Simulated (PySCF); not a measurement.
**From computed data to an observable: oscillator strength and radiative lifetime**

C2H9NSi2, SMILES [SiH3]N1C[SiH2]C1.

Geometry: B3LYP-D3(BJ)/def2-SVP. This is a generated structure with no PubChem entry under its InChIKey; it may be hypothetical.

TDDFT-B3LYP/def2-SVPD (PySCF 2.14.0) puts the first singlet state with f over 0.02 at 6.12 eV (vertical), with the transition dipole (0.325, -0.245, 0.000) in atomic units.

Find the oscillator strength, the wavelength and the radiative lifetime that this transition would have in vacuum if emission retraced absorption.


|μ|² = 0.1657 au, so |μ| = 1.03 D. ΔE = 6.12/27.211 = 0.2249 hartree. f = (2/3) ΔE |μ|² = 0.025 (the program prints 0.025).
λ = 1239.84/6.12 = 203 nm; ν = 49361 cm⁻¹.
Einstein's coefficient A = 0.6670 ν² f s⁻¹ (ν in cm⁻¹) = 4.0e7 s⁻¹, so τ = 1/A = 25 ns. This state is S4; the lower singlets have f = 0.002, 0.007, 0.011. The figure is the radiative limit of this one transition; relaxation, internal conversion, crossing to triplets and a medium change what is measured.
